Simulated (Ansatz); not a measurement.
# Ligand exchange: InH2I + GaH2(OH) → InH2(OH) + GaH2I

Gas-phase species: InH2I `[InH2][I]`, singlet; GaH2(OH), singlet; InH2(OH), singlet; GaH2I `[GaH2][I]`, singlet. The partners trade I for OH: In–I and Ga–OH bonds give way to In–OH and Ga–I.

Shapes, held fixed at every level: PBE0-D4/def2-TZVP. Programs: Ansatz 0.2.0. The zero-point and thermal change to 298 K, harmonic and unscaled (PBE0-D4/def2-TZVP), is -1.2 kJ/mol.

(1) Estimate ΔH(298 K) of this reaction.

Answers

(1) The highest level, CCSD(T)/def2-TZVPP, gives ΔH(298 K) = +44.2 kJ/mol; the levels span +43.6 to +61.7. The column of differences is taken from that level and isn't an error. No measured value is set beside it here. For atoms past krypton def2 sets carry core potentials with scalar relativity. Relativity is left out for Ga. Outer-core shells of Ga, I, In are correlated, in sets that cover them unevenly.

| level | kind | ΔH(298 K) (kJ/mol) | less CCSD(T)/def2-TZVPP |
| --- | --- | --- | --- |
| HF/def2-SVP | Hartree–Fock | +61.7 | +17.5 |
| BHLYP-D4/def2-TZVPP | global hybrid | +47.7 | +3.5 |
| PBE0-D4/def2-TZVPP | global hybrid | +43.6 | -0.6 |
| r2SCAN0-D4/def2-TZVPP | global hybrid | +46.8 | +2.6 |
| wB97M-V/def2-TZVPP | range-separated hybrid | +44.3 | +0.1 |
| CCSD/def2-SVP | coupled cluster or CI | +56.5 | +12.3 |
| CCSD/def2-TZVPP | coupled cluster or CI | +45.8 | +1.6 |
| CCSD(T)/def2-TZVPP | coupled cluster or CI | +44.2 | 0.0 |
